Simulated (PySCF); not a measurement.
A calculated (BP86, PySCF 2.14, cc-pVDZ-X2C, the spin-free X2C one-electron Hamiltonian (Gaussian nucleus)) atom or ion has these occupied shells.

| shell | electrons | orbital energy (eV) | rms radius, mean of both spins (bohr) |
| --- | --- | --- | --- |
| 1s | 2 | -15935.5 | 0.0450 |
| 2s | 2 | -2170.7 | 0.187 |
| 2p | 6 | -1930.8 | 0.166 |
| 3s | 2 | -347.75 | 0.526 |
| 3p | 6 | -270.28 | 0.537 |
| 3d | 10 | -142.28 | 0.548 |
| 4s | 2 | -54.988 | 1.45 |
| 4p | 6 | -36.759 | 1.66 |

Name the element and its charge.

Sr²⁺ (strontium, charge +2), in [Kr], closed-shell 1S.
